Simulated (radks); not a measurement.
Values are calculated unless marked as measured or tabulated.
Problem. Ionisation of Sb, [Kr] 4d10 5s2 5p3, to Sb+, [Kr] 4d10 5s2 5p2, under several functionals. Non-relativistic Kohn-Sham, spin-unpolarised, spherical densities, point nucleus; a radial shooting solver on a logarithmic mesh with Libxc functionals. Known Delta-SCF values: PBEsol 8.396 eV. What does r2SCAN give, and what is its highest occupied eigenvalue?

Solution. 8.494 eV by Delta-SCF; the 5p eigenvalue is -5.037 eV. NIST: 8.608 eV (measured).

Beside tabulated values, note that relativity, absent from the non-relativistic runs, is large for the heavy elements, and spin-unpolarised runs miss the spin-polarisation part of the exchange energy of open shells.
